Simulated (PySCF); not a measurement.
Vibration and rotation of SrCd

r²SCAN0 constants of SrCd, ¹Σ⁺ (singlet), closed shell (basis Sr def2-SVPD with ECP28, Cd def2-SVPD with ECP28; scalar-relativistic core potentials; PySCF 2.14; masses 87.9056 and 113.9034 u):

```
ωe            : 40.7 cm⁻¹
ωexe          : 0.562 cm⁻¹
Be            : 0.02151 cm⁻¹
αe            : 0.000263 cm⁻¹
De to Sr + Cd : 0.092 eV
```

Task: What force constant and bond length do these constants imply?

Result: Reduced mass μred = 49.615 u; k = 5.8918×10⁻⁷·μred·ωe² (u, cm⁻¹, mdyn/Å) = 0.0484 mdyn/Å; Re = √(16.8576/(μred·Be)) (u, cm⁻¹, Å) = 3.974 Å.

Task: Estimate the centrifugal constant D from the Kratzer relation and find the Dunham coefficient a1.

Result: D = 4Be³/ωe² = 2.4e-08 cm⁻¹; a1 = −1 − αeωe/(6Be²) = -4.86.

Closed-shell solutions of metal pairs were not tested for spin polarisation, which can lower them a little. The bond is weak. Basis-set superposition, not corrected here, can be much of De in a small basis, most of all at correlated wavefunction levels. Functionals without a dispersion term scatter widely for such bonds, and LDA overbinds them.
